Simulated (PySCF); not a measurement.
Isomers of C4H11ClSi, from PySCF, PBE0-D3(BJ)/def2-SVP geometry optimisation, gas phase. One conformer each, no zero-point energy, no frequencies.

**Question.** Which is lowest in electronic energy at this level?
A. `[CH3:1][SiH2:2][C:3]([CH3:4])([CH3:5])[Cl:6]` with C1–Si2–C3–C4 56°: A = 2659, B = 1724, C = 1469 MHz, dipole 1.56 D
B. `[CH3:1][SiH2:2][C@@H:3]([CH3:4])[CH2:5][Cl:6]` with C1–Si2–C3–C4 -167°, Si2–C3–C5–Cl6 -57°: A = 2520, B = 1710, C = 1226 MHz, dipole 1.91 D
C. `CC(C)(C)[SiH2]Cl`: A = 3581, B = 1385, C = 1300 MHz, dipole 1.94 D
D. `[CH3:1][CH2:2][CH2:3][SiH2:4][CH2:5][Cl:6]` with C1–C2–C3–Si4 -62°, C2–C3–Si4–C5 -167°, C3–Si4–C5–Cl6 -179°: A = 7761, B = 741.8, C = 704.4 MHz, dipole 2.55 D
E. `[CH3:1][CH:2]([CH3:3])[SiH2:4][CH2:5][Cl:6]` with C1–C2–Si4–C5 -56°, C2–Si4–C5–Cl6 -179°: A = 5722, B = 893.7, C = 810.0 MHz, dipole 2.50 D

**Answer.** C. That is `CC(C)(C)[SiH2]Cl`, 26.3 kcal/mol below the next.

```
             SMILES                                  mapped SMILES      E (Eh)  relative (kcal/mol)  relative (kJ/mol)  dipole (D)
   CC(C)(C)[SiH2]Cl   [CH3:1][C:2]([CH3:3])([CH3:4])[SiH2:5][Cl:6]  -907.99236                  0.0                0.0        1.94
   C[SiH2]C(C)(C)Cl   [CH3:1][SiH2:2][C:3]([CH3:4])([CH3:5])[Cl:6]  -907.95050                 26.3              109.9        1.56
C[SiH2][C@@H](C)CCl  [CH3:1][SiH2:2][C@@H:3]([CH3:4])[CH2:5][Cl:6]  -907.94685                 28.6              119.5        1.91
       CCC[SiH2]CCl     [CH3:1][CH2:2][CH2:3][SiH2:4][CH2:5][Cl:6]  -907.93731                 34.5              144.5        2.55
     CC(C)[SiH2]CCl    [CH3:1][CH:2]([CH3:3])[SiH2:4][CH2:5][Cl:6]  -907.93661                 35.0              146.4        2.50
```
